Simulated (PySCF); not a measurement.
# Telling isomers of C3H9F3Si2 apart by NMR

One computed conformer, relativity neglected, no solvent, averaged over atoms made equivalent by symmetry, fast rotation or ring inversion. Geometry: GFN2-xTB; PBE0/pcSseg-1 with gauge-including orbitals; PySCF 2.14.0 with density-fitted response routines.

Shifts are taken against calculated references (same method and geometry level): ¹H (σ = 31.72 ppm) and ¹³C (σ = 186.93 ppm) vs TMS. Splittings of carbon signals by F and P are missing where no couplings were computed. Where no couplings were computed, multiplicities follow the n + 1 count of equivalent neighbours, and m marks all less simple cases (inequivalent or close neighbours, rings, F or P nearby). Shifts are as computed. Against solution values, carbons near 30 ppm lie about +3 ppm off and those near 130 ppm about +5 ppm. Of 1211 compounds with measured shifts, 218 miss one by over three times the rms of a fit or turn the order of signals round; such compounds aren't used in these exercises.

(1) Tabulate the signals of `CC([SiH3])([SiH3])C(F)(F)F`, `FC(F)(F)CC([SiH3])[SiH3]` and their relative energies.

(2) What is the quickest way to tell CC([SiH3])([SiH3])C(F)(F)F from FC(F)(F)CC([SiH3])[SiH3]?

Results:

(1) 
```tsv
SMILES	carbon types	δC	δH	E rel. (kcal/mol)
CC([SiH3])([SiH3])C(F)(F)F	2×C 1×CH3	140.0, 19.7, 16.6	4.04 (s, 6H), 1.50 (s, 3H)	2.2
FC(F)(F)CC([SiH3])[SiH3]	1×C 1×CH 1×CH2	136.3, 38.7, -4.1	3.97 (d, 6H), 2.25 (m, 2H), 0.59 (m, 1H)	0.0
```

Energies are electronic energies at PBE0/pcSseg-1 on these geometries, without zero-point or thermal terms, each for the one conformer computed, which needn't be the lowest.

(2) Both give the same number of carbon signals, but DEPT or the intensities differ. The first has a fully substituted sp3 carbon bonded to 2 Si (C) at 19.7 ppm, the second an sp3 CH2 at 38.7 ppm. Their most deshielded carbons lie at 140.0 and 136.3 ppm.
